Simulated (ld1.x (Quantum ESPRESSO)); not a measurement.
**Ranking RRKJ potentials for Sc**

All share these settings but for the change named:

- Element: scandium (Sc)
- Generator: ld1.x (Quantum ESPRESSO) 7.5
- Type: norm-conserving RRKJ (Kleinman–Bylander form)
- Functional: PBE
- Relativity: scalar-relativistic
- Frozen core: [Ne]
- Valence charge: 11
- Reference configuration: 3s2 3p6 3d1 4s2 4p0
- Partial waves: 3p (bound): rc 1.20 bohr; 3d (bound): rc 2.00 bohr; 3s (bound): rc 1.20 bohr
- Local potential: the s channel
- Core correction: none

Occupied shells without a wave of their own: 4s. They enter only through the test configuration that unscreens the potential.

Test errors are all-electron minus pseudo excitation energies from the reference, over 3s2 3p6 3d1 4s1 4p0; 3s2 3p6 3d1 4s0 4p0; 3s2 3p6 3d0 4s0 4p0; 3s2 3p6 3d1 4s0 4p1; 3s2 3p6 3d1 4s1.5 4p0; 3s2 3p6 3d0 4s2 4p1; 3s2 3p6 3d2 4s1 4p0. None of these files shows a bound ghost.

The base gives 224.0 meV.

Of 8 variants that were run, those that failed, showed a ghost or another fault, or gave nearly equal values are left out.

A variant can come out equal or close to the base, since the largest error may sit in a test that the change hardly touches while other tests move.

**Question.** Rank these variants by their largest absolute test error, smallest first.
A. wave 3d (bound): rc 2.00 bohr becomes 3d (bound): rc 2.38 bohr
B. wave 3d (bound): rc 2.00 bohr becomes 3d (bound): rc 1.52 bohr
C. wave 3d (bound): rc 2.00 bohr becomes 3d (bound): rc 2.98 bohr
D. wave 3d (bound): rc 2.00 bohr becomes 3d (bound): rc 2.80 bohr

**Answer.** A (226.5 meV), B (321.7 meV), D (397.4 meV), C (465.6 meV).
